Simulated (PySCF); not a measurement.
Bond stretch in OH (cation, charge +1), triplet.

Levels of theory: UKS-CAM-B3LYP = unrestricted CAM-B3LYP/cc-pVDZ run with PySCF; ROKS-CAM-B3LYP = restricted open-shell CAM-B3LYP/cc-pVDZ (PySCF); CASSCF(6,5)/cc-pVDZ (PySCF); UCCSD(T) = CCSD(T) on UHF/cc-pVDZ, 1 core orbital frozen (PySCF).

Energies relative to the lowest point of each curve near equilibrium, in kcal/mol:

```csv
R / Å,UKS-CAM-B3LYP,ROKS-CAM-B3LYP,"CASSCF(6,5)"
0.78,51.4,51.3,49.5
0.87,17.7,17.6,16.4
1.00,0.9,0.9,0.6
1.04,0.0,0.0,0.0
1.10,0.9,0.9,1.3
1.27,11.5,11.8,13.0
1.57,37.2,38.5,40.1
2.09,67.7,74.2,75.8
2.28,74.2,82.9,84.0
2.56,81.1,92.3,91.6
3.10,88.3,103.0,96.8
4.18,91.6,109.4,97.9
```

Q: What does UCCSD(T) give at the same points?

A: 0.78: 50.3; 0.87: 16.7; 1.00: 0.6; 1.04: 0.0; 1.10: 1.3; 1.27: 13.0; 1.57: 40.3; 2.09: 76.6; 2.28: 85.6; 2.56: 95.6; 3.10: 105.6; 4.18: 108.7 (kcal/mol).

The unrestricted determinant behind UKS-CAM-B3LYP is spin-contaminated at 1.85 to 4.18 Å (<S²> up to 2.5, against 2.00 for a pure triplet). At the longest distance UKS-CAM-B3LYP, ROKS-CAM-B3LYP leaves fractional charges on the fragments, a sign of delocalisation error or of the restricted form. The unrestricted determinant behind UCCSD(T) is spin-contaminated at 1.57 to 4.18 Å (<S²> up to 3.0, against 2.00 for a pure triplet).
